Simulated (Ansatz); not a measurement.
C2H8GeSi can be A, `C=C[SiH2][GeH3]`, or B, `C=[CH][GeH2][SiH3]`.

Gas-phase electronic energies from Ansatz, PBE0-D4/def2-TZVP geometries. CCSD(T)/CBS is the MP2 limit (def2-TZVPP, def2-QZVPP) plus CCSD(T) − MP2 in def2-TZVPP, frozen cores. DFT in def2-TZVPP. B3LYP here is the variant with VWN-RPA as its local correlation; programs differ in this. For Ge outer-core shells are correlated without core-valence functions, which leaves a few kJ/mol of doubt a bond. Scalar relativity is left out up to krypton. Each species was taken in one conformer, which may not be the lowest.

A:

Z-matrix (Å, degrees):
```
Si
C 1 1.860
Ge 1 2.382 2 110.6
H 1 1.489 2 108.9 3 -120.5
H 1 1.490 2 110.6 3 119.8
C 2 1.330 1 123.3 3 113.9
H 2 1.089 1 118.5 3 -64.6
H 3 1.540 1 110.5 2 57.2
H 3 1.539 1 110.7 2 -62.4
H 3 1.539 1 111.3 2 177.2
H 6 1.086 2 122.1 1 -178.7
H 6 1.086 2 121.7 1 1.4
```

B:

Z-matrix (Å, degrees):
```
Ge
C 1 1.941
Si 1 2.383 2 110.5
H 1 1.541 2 108.1 3 -121.0
H 1 1.542 2 109.8 3 120.6
C 2 1.328 1 123.4 3 113.2
H 2 1.088 1 117.7 3 -65.5
H 3 1.488 1 109.9 2 57.1
H 3 1.487 1 110.8 2 177.1
H 3 1.487 1 110.1 2 -62.5
H 6 1.086 2 122.0 1 1.3
H 6 1.087 2 121.8 1 -178.9
```

(1) Which isomer does CCSD(T)/CBS put lower? Give the gap. (Estimate.)

(2) Give E(B) − E(A) in kJ/mol with MP2/def2-TZVPP, PBE0-D4, CCSD(T)/def2-TZVPP, B2PLYP, B3LYP-D4, CCSD/def2-TZVPP, ωB97M-V. (An estimate is asked.)

Largest T1 diagnostic: 0.012.

## Answers

(1) Ansatz gave: A, by 11.7 kJ/mol.

(2) Computed: MP2/def2-TZVPP 9.7, PBE0-D4 15.2, CCSD(T)/def2-TZVPP 10.1, B2PLYP 12.9, B3LYP-D4 15.0, CCSD/def2-TZVPP 10.4, ωB97M-V 14.8. None reverses the order clearly.

In def2-TZVPP, CCSD(T) changes the Hartree–Fock value by −3.1 kJ/mol (the triples alone add −0.3 kJ/mol) and MP2 by −3.5 kJ/mol.
